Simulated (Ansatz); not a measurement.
## Worked example: SnH2(CH3)(SiH3) + SnH2F → SnH(CH3)(SiH3) + SnH3F

Species: SnH2(CH3)(SiH3), singlet; SnH2F `[F][SnH2]`, doublet; SnH(CH3)(SiH3), doublet; SnH3F `[F][SnH3]`, singlet. A radical takes H: the energy is the difference in strength between two Sn–H bonds in different surroundings.

Shapes, held fixed at every level: PBE0-D4/def2-TZVP. Programs: Ansatz 0.2.0. The zero-point and thermal change to 298 K, harmonic and unscaled (PBE0-D4/def2-TZVP), is +1.3 kJ/mol.

At CCSD(T)/def2-TZVPP; 1 Eh = 2625.50 kJ/mol:

| species | energy (Eh) |
| --- | --- |
| SnH2(CH3)(SiH3) | -545.535044 |
| SnH2F | -314.575719 |
| SnH(CH3)(SiH3) | -544.910568 |
| SnH3F | -315.202823 |

Task: Work out ΔH(298 K) of the reaction at this level.

Result: 
1. Products less reactants: (-544.910568) + (-315.202823) − [(-545.535044) + (-314.575719)] = -0.002628 Eh = -6.9 kJ/mol.
2. With the thermal change: -6.9 + (+1.3) = -5.6 kJ/mol.

Other levels give -8.2 (MP2/def2-SVP) to +0.2 kJ/mol (PBE-D4/def2-TZVPP). No measured value is set beside it here. Open shells run unrestricted. For atoms past krypton def2 sets carry core potentials with scalar relativity. Outer-core shells of Sn are correlated, in sets that cover them unevenly.
